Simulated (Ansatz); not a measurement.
Consider the substitution at a C–Si bond: `C#COC[SiH3]` + H–F → `C#COCF` + SiH₄.

Gas-phase electronic energies from Ansatz, PBE0-D4/def2-TZVP geometries. CBS: MP2 limit from def2 TZ/QZ plus the TZ coupled-cluster correction, frozen cores. This one scheme is used for every species. DFT in def2-TZVPP. HSE06 is defined as in plane-wave codes. One conformer a species, not always the lowest.

(1) Is it downhill or uphill in electronic energy at CCSD(T)/CBS, and by how much? (An estimate is asked.)

(2) What do these levels give: B97M-V, r2SCAN0-D4, HSE06-D4, PBE-QIDH, PBE0, r2SCAN0, CAM-B3LYP, MP2/def2-SVP, SCS-MP2/def2-TZVPP, CCSD/def2-TZVPP, SCS-MP2/def2-QZVPP, HF/CBS(def2)? (Estimate.)

Largest T1 diagnostic among the species: 0.013.

Answers

(1) Computed: Uphill: ΔE = +51.2 kJ/mol.

(2) Ansatz gave: B97M-V 33.1, r2SCAN0-D4 39.5, HSE06-D4 43.1, PBE-QIDH 43.5, PBE0 37.8, r2SCAN0 37.5, CAM-B3LYP 28.6, MP2/def2-SVP 28.4, SCS-MP2/def2-TZVPP 42.7, CCSD/def2-TZVPP 40.0, SCS-MP2/def2-QZVPP 47.8, HF/CBS(def2) 15.4 kJ/mol.

Leaving LDA and LC-ωPBE aside and taking each functional with its dispersion term where it has one, the values, not all of them listed here, spread over 13.3 kJ/mol, from B97M-V to revPBE-D4. The D4 term adds +9.7 kJ/mol with B3LYP and +5.4 kJ/mol with PBE0; it sums over pairs of atoms, weighted by their polarisabilities, and B3LYP, whose exchange is more repulsive, gets the larger term. At CCSD(T), def2-SVP lies −31.2 kJ/mol from the extrapolated value and def2-TZVPP −8.4 kJ/mol.

B3LYP here is the variant with VWN-RPA as its local correlation; programs differ in this.
